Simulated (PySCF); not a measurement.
Species: C2H7FSi2.
Cartesian coordinates in Å at the PBE0-D3(BJ)/def2-SVP level; atoms count from 1:
```
atom  x, y, z in Å
F1    -2.1715    1.7590    0.3563
C2    -1.4513    0.6213    0.1569
C3    -0.8199    0.0010    1.3791
Si4    0.4398    0.6485    0.1319
Si5    1.5426   -0.8579   -1.2463
H6    -1.9740   -0.0692   -0.5192
H7    -0.9878   -1.0647    1.5683
H8    -0.8995    0.6204    2.2810
H9     1.0762    1.9301    0.5320
H10    2.7431   -1.4398   -0.5723
H11    0.5728   -1.9570   -1.5454
H12    1.9714   -0.2178   -2.5266
```

The closed-shell ground state was solved at several levels (PySCF, density fitting, gas phase, non-relativistic).

```json
{"level": "BHandHLYP/def2-SVPD", "basis functions": "167", "total energy (Eh)": "-758.7946", "HOMO (eV)": "-7.99", "LUMO (eV)": "0.39", "gap (eV)": "8.38", "dipole (D)": "2.12"}
{"level": "LC-wPBE/pcSseg-2", "basis functions": "292", "total energy (Eh)": "-759.0149", "HOMO (eV)": "-9.51", "LUMO (eV)": "1.47", "gap (eV)": "10.98", "dipole (D)": "1.98"}
{"level": "PBE0/6-31G*", "basis functions": "92", "total energy (Eh)": "-758.7130", "HOMO (eV)": "-6.69", "LUMO (eV)": "-0.12", "gap (eV)": "6.57", "dipole (D)": "1.47"}
{"level": "BLYP/pcSseg-2", "basis functions": "292", "total energy (Eh)": "-759.2446", "HOMO (eV)": "-5.64", "LUMO (eV)": "-1.20", "gap (eV)": "4.44", "dipole (D)": "1.64"}
{"level": "B97-2/pcSseg-2", "basis functions": "292", "total energy (Eh)": "-759.2669", "HOMO (eV)": "-6.68", "LUMO (eV)": "-0.57", "gap (eV)": "6.11", "dipole (D)": "1.76"}
{"level": "CAM-B3LYP/pcSseg-2", "basis functions": "292", "total energy (Eh)": "-759.2409", "HOMO (eV)": "-8.21", "LUMO (eV)": "0.43", "gap (eV)": "8.64", "dipole (D)": "1.98"}
{"level": "LDA/pcSseg-2", "basis functions": "292", "total energy (Eh)": "-755.6074", "HOMO (eV)": "-5.91", "LUMO (eV)": "-1.47", "gap (eV)": "4.44", "dipole (D)": "1.67"}
{"level": "OPBE/pcSseg-2", "basis functions": "292", "total energy (Eh)": "-759.1347", "HOMO (eV)": "-5.76", "LUMO (eV)": "-1.24", "gap (eV)": "4.52", "dipole (D)": "1.49"}
{"level": "PBE0/def2-TZVPD", "basis functions": "263", "total energy (Eh)": "-758.8505", "HOMO (eV)": "-6.91", "LUMO (eV)": "-0.60", "gap (eV)": "6.31", "dipole (D)": "1.77"}
```

What might mPW1PW91/pcSseg-2 (292 basis functions) give for the same quantities?

Total energy -759.2806 Eh, HOMO -6.95 eV, LUMO -0.57 eV, gap 6.38 eV, dipole 1.79 D.

In the pcSseg-2 basis, how does the gap go with the fixed share of exact exchange?

BLYP (0 %) 4.44 eV; LDA (0 %) 4.44 eV; OPBE (0 %) 4.52 eV; B97-2 (21 %) 6.11 eV; mPW1PW91 (25 %) 6.38 eV. Each rise in the share widens the gap here.

How far do the dipole and the HOMO energy spread over the levels?

The dipole runs from 1.47 to 2.12 D (mean 1.77 D) and the HOMO from -9.51 to -5.64 eV.
